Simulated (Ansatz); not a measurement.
Two structures of SiAsNH8S, closed shell, reached by relaxing down either side of one saddle point (PBE0-D4/def2-TZVP). Energies are electronic, without zero-point energy. Ansatz 0.2.0; basis: def2-TZVPP and def2-QZVPP; cores frozen in the correlated methods. Filled d shells of the heavier atoms are correlated. The def2 sets are not built for correlating such inner shells, so the correlated values are less sure here. Extrapolation: Hartree–Fock as exp(−7.88 √X), correlation as X^−2.97. First:

Si1  (-0.296, -1.022, 0.348)
S2  (1.315, -0.399, 1.626)
H3  (-1.045, 0.171, -0.115)
H4  (0.434, -1.694, -0.752)
N5  (-1.469, -2.078, 1.006)
H6  (1.521, 1.714, -0.872)
As7  (0.854, 1.856, -2.231)
H8  (0.537, 0.308, 2.463)
H9  (-2.269, -1.700, 1.486)
H10  (-1.205, -2.973, 1.383)
H11  (-0.172, 2.841, -1.691)
H12  (1.795, 2.977, -2.649)
(Å)

Second:

```
12
angstrom
Si -0.4753 -0.5320 0.0342
S 2.1159 2.1224 1.5692
H -0.8730 0.1278 1.3076
H 0.9486 -0.9546 0.1120
N -1.4053 -1.9700 -0.1335
H 2.4960 0.8837 1.2208
As -0.8104 1.0762 -1.6783
H 1.1024 1.6558 2.3144
H -2.4113 -1.9239 -0.0940
H -1.1077 -2.6727 -0.7916
H 0.3764 1.8985 -1.1968
H 0.0437 0.2889 -2.6642
```

(1) Which bonds change from the first to the second?

(2) Give the saddle point's structure and its height above each. (An estimate is asked for; the value comes from the calculation.)

The T1 diagnostic stays at or below 0.012.

Answers

(1) SiNH₅S ([NH2][SiH2][SH]) + AsH₃ → SiAsNH₆ ([NH2][SiH2][AsH2]) + H₂S; bonds formed: Si1–As7, S2–H6; bonds broken: Si1–S2, H6–As7.

(2) Computed: 210.8 kJ/mol above the first and 173.5 kJ/mol above the second (CCSD(T) at an estimated basis limit (MP2 extrapolated from triple and quadruple zeta, plus CCSD(T) − MP2 in triple zeta)).
Si1  (-0.238, -0.521, 0.155)
S2  (1.529, 0.410, 1.402)
H3  (-1.179, 0.490, 0.729)
H4  (0.871, -1.258, -0.530)
N5  (-1.254, -1.868, 0.376)
H6  (1.025, 0.962, -0.046)
As7  (0.048, 1.186, -1.744)
H8  (0.845, 1.400, 2.002)
H9  (-2.159, -1.812, 0.813)
H10  (-1.004, -2.801, 0.092)
H11  (-0.001, 2.571, -1.122)
H12  (1.516, 1.243, -2.130)
(Å)

Labels in which every atom is bracketed show which atoms are joined, not bond orders.

For scale, one of the runs: CCSD(T)/def2-TZVPP, 275 basis functions, launched by `ansatz run in.yaml --threads 8 --pin off --events-out ev --progress --plain --max-ram 19148MiB`. Time: 70 s of wall clock on 8 CPU threads of an INTEL XEON PLATINUM 8581C; the host was shared. Peak host memory: 7.1 GiB.
